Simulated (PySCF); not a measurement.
## Polarisability and C₆ of Xe²⁺ (xenon, charge +2)

[Kr] 4d10 5s2 5p3 6s1, high-spin 5S determinant (an excited configuration). Calculation: PySCF 2.14, in x2c-TZVPPall with one added diffuse shell each of s, p, d, f type (9s7p5d3f, 76 functions); scalar relativity by spin-free X2C-1e. Coupled (time-dependent) response in atomic units; α is the mean over directions.

```
method  mean α (bohr³)  C₆ (like pair)  S(−4)
 B3LYP           74.69           672.7   3918
```

S(−4) is the Cauchy moment in α(ω) = α(0) + S(−4) ω² + …

α(iu) at B3LYP:

```csv
u (hartree),α(iu) (bohr³)
0,74.69
0.0500,66.17
0.100,50.11
0.200,28.04
0.300,18.34
0.500,10.66
0.750,6.776
1.00,4.782
1.50,2.834
2.00,1.940
3.00,1.135
5.00,0.5600
```

For an ion, C₆ is the dispersion term alone; charge-induced terms of lower order in 1/R come first.

The outer electron is Rydberg-like, and this basis confines it to a smaller radius and binds it less than a complete one would.
